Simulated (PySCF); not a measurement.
Predicted spectroscopic data

- coordinates at the GFN2-xTB level
- shielding tensors at PBE0/pcSseg-1 (GIAO)
- program: PySCF 2.14.0 with density-fitted response routines
- relativity neglected, isolated molecule, fast rotation and ring inversion assumed for equivalent nuclei, single conformer

References, each an isolated molecule treated in the same way: TMS for ¹H (σref 31.72), ¹³C (σref 186.93). Splittings of carbon signals by F and P are missing where no couplings were computed. Where no couplings were computed, multiplicities follow the n + 1 count of equivalent neighbours, and m marks all less simple cases (inequivalent or close neighbours, rings, F or P nearby). Shifts are as computed. Against solution values, carbons near 30 ppm lie about +3 ppm off and those near 130 ppm about +5 ppm. Of 1211 compounds with measured shifts, 218 miss one by over three times the rms of a fit or turn the order of signals round; such compounds aren't used in these exercises. OH and NH positions are gas-phase values without hydrogen bonding to other molecules.

**1.** `C#C[Si@@H]1CC[C@@H]1C(F)(F)F`, C$_{6}$H$_{7}$F$_{3}$Si. ¹H NMR (500 MHz, computed): δ 5.16 (m, 1H), 2.46 (m, 1H), 2.41 (m, 1H), 2.33 (d, 1H), 2.32 (m, 1H), 2.00 (m, 1H), 1.57 (m, 1H). ¹³C{¹H} NMR (computed): δ 138.9 (C), 109.6 (CH), 86.0 (C), 37.4 (CH), 21.0 (CH2), 15.6 (CH2).

**2.** `InChI=1S/C6H10O/c1-5-3-4-7-6(5)2/h3-6H,1-2H3/t5-,6+/m1/s1`. ¹H NMR (500 MHz, computed): δ 6.26 (d, 1H), 4.87 (m, 1H), 4.12 (m, 1H), 2.56 (m, 1H), 1.25 (d, 3H), 1.13 (d, 3H). ¹³C{¹H} NMR (computed): δ 152.7 (CH), 109.0 (CH), 86.9 (CH), 49.5 (CH), 25.2 (CH3), 24.8 (CH3).

**3.** SMILES C=CCC1(O)CC1, C$_{6}$H$_{10}$O. ¹H NMR (500 MHz, computed): δ 6.31 (m, 1H), 5.58 (m, 1H), 5.48 (m, 1H), 2.28 (d, 2H), 1.78 (br s, 1H), 0.85 (m, 2H), 0.39 (m, 2H). ¹³C{¹H} NMR (computed): δ 145.5, 124.8, 56.2, 48.9, 14.5.
